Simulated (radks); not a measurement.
Question: Spherical quantum dot in the effective-mass picture: electrons in a parabolic well V = omega^2 r^2 / 2 with omega = 0.198, with a point charge +1 (a donor) at the centre, all in effective atomic units (hartree* = m*/eps^2 hartree, bohr* = eps/m* bohr), one dielectric constant everywhere. Calculated with a radial shooting solver with Libxc functionals: non-relativistic Kohn-Sham, exchange-only LDA, spin-polarised, spherical densities. Levels are named by radial order and angular momentum (1s, 1p, 1d, 2s, ...), and open shells are averaged over m. At N = 9 the configuration is 1s2 1p6 2s(up 1, down 0). Does electron 10 go into 1d down or 2s down or 1d up?

Answer: Into 2s down. The total energies of the other choices lie higher by 0.0408 hartree* (1d up), 0.0505 hartree* (1d down).
